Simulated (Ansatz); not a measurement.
Born–Oppenheimer molecular dynamics of CH4NSb (7 atoms, charge 0, multiplicity 1). It starts at the highest image of a converged band, a first-order saddle point between two minima.

All numbers below come from Ansatz 0.2.0, RKS r2SCANh/def2-SVP.

```json
{"ensemble": "NVE (velocity Verlet)", "time step": "0.5 fs", "steps asked": "200", "starting velocities drawn for": "100 K", "seed": "12042"}
```

First frame:

```xyz
7
Properties=species:S:1:pos:R:3
C -0.811 -0.432 -0.648
N -0.490 -0.301 0.587
Sb 1.452 0.152 1.369
H -1.878 -0.443 -0.925
H -0.084 -0.543 -1.473
H -0.267 0.859 1.233
H 2.079 0.707 -0.143
```

Problem. How far do the bonds stretch over the last three quarters of this one trajectory? (Pairs bonded in most of those frames.)

Solution. 
```tsv
bond	mean (Å)	spread (Å)	shortest	longest
C1–N2	1.266	0.011	1.24	1.28
C1–H4	1.119	0.009	1.09	1.14
C1–H5	1.120	0.010	1.10	1.14
N2–Sb3	2.106	0.053	2.02	2.17
Sb3–H6	1.783	0.098	1.62	1.97
Sb3–H7	1.735	0.040	1.67	1.80
```

Mean temperature of the second half: 1212 K. The conserved energy stayed within 0.17 meV per atom of its start (net change -0.011 meV per atom), so the integration is sound. The kinetic energy rose, since the run started high on the potential surface and went downhill. A run of 0.1 ps of so small a system gives no equilibrium averages. The orbitals stay closed-shell, which can raise the energy where a bond breaks towards radicals; this wasn't checked here.

The run took 7.4 min on 2 threads of Arm Neoverse V2, with other jobs on the host, peak memory 0.19 GiB.
